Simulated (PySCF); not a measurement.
## Calculated NMR parameters of C[C@@H]1C=C[C@H]1OC(F)F

```yaml
Formula: C6H8F2O
SMILES: C[C@@H]1C=C[C@H]1OC(F)F
InChI: InChI=1S/C6H8F2O/c1-4-2-3-5(4)9-6(7)8/h2-6H,1H3/t4-,5-/m1/s1
Point_group_of_the_computed_structure: C1
Degrees_of_unsaturation: 2
Carbon_signals: 6
Proton_signals: 6
```

Atom-mapped SMILES (the numbers label the heavy atoms): `[CH3:1][C@@H:2]1[CH:3]=[CH:4][C@H:5]1[O:6][CH:7]([F:8])[F:9]`; H(Xn) means a hydrogen on atom n.

Non-relativistic, isolated molecule, single conformer, averaged over atoms made equivalent by symmetry, fast rotation or ring inversion. GFN2-xTB geometry; PBE0/pcSseg-1 with gauge-including orbitals; PySCF 2.14.0 with density-fitted response routines.

Referencing at the same level of theory: TMS for ¹H and ¹³C; ¹⁹F vs CFCl3; ¹⁷O vs H2O.

| carbon | δC, type | δH (multiplicity) | HMBC from (2–3 bonds) | span of the C tensor (ppm) |
| --- | --- | --- | --- | --- |
| C1 | 18.6, CH3 | 1.14 (d) | H(C3), H(C5), H(C2) | 30 |
| C2 | 50.5, CH | 3.09 (m) | H(C3), H(C4), H(C5), H(C1) | 26 |
| C3 | 154.9, CH | 6.65 (m) | H(C4), H(C5), H(C2), H(C1) | 237 |
| C4 | 141.6, CH | 6.31 (m) | H(C3), H(C5), H(C2) | 211 |
| C5 | 83.5, CH | 3.93 (m) | H(C3), H(C7), H(C4), H(C2), H(C1) | 61 |
| C7 | 125.6, CH | 6.34 (m) | H(C5) | 36 |

Other nuclei:
| atoms | nucleus | environment | δ (ppm) | σ (ppm) |
| --- | --- | --- | --- | --- |
| F9 | ¹⁹F | fluorine of a CF2 group | -91.2 | 262.1 |
| F8 | ¹⁹F | fluorine of a CF2 group | -101.2 | 272.2 |
| O6 | ¹⁷O | ether oxygen | 141.8 | 194.3 |

1. Carbon types of the structure: 5 × CH, 1 × CH3, which accounts for all hydrogens.
2. δC 154.9, 141.6: alkene CH; as expected for a trigonal carbon in a double bond.
3. δC 125.6: sp3 CH bonded to 2 F and O; 3 electronegative neighbours deshield it.
4. δC 83.5: allylic sp3 CH bonded to O; pulled downfield by the heteroatom.
5. δC 50.5: allylic sp3 CH; a saturated carbon with 3 carbon neighbours and no heteroatom attached.
6. δH 6.65, 6.31: hydrogen on an alkene CH; olefinic region.

Splittings by ¹⁹F in the carbon and heteronuclear signals aren't shown, as no couplings were computed. Shifts are as computed. Against solution values, carbons near 30 ppm lie about +3 ppm off and those near 130 ppm about +5 ppm. Of 1211 compounds with measured shifts, 218 miss one by over three times the rms of a fit or turn the order of signals round; such compounds aren't used in these exercises. Unscaled 19F shifts against computed CFCl3 carry errors that often reach 10 to 50 ppm. Experimental scales use liquid or dissolved standards, which lie at an offset from isolated H2O (liquid H2O: subtract about 36 ppm). Multiplicities follow the n + 1 count of equivalent neighbours, as no J values were calculated; m marks all less simple cases, F and P coupling included.
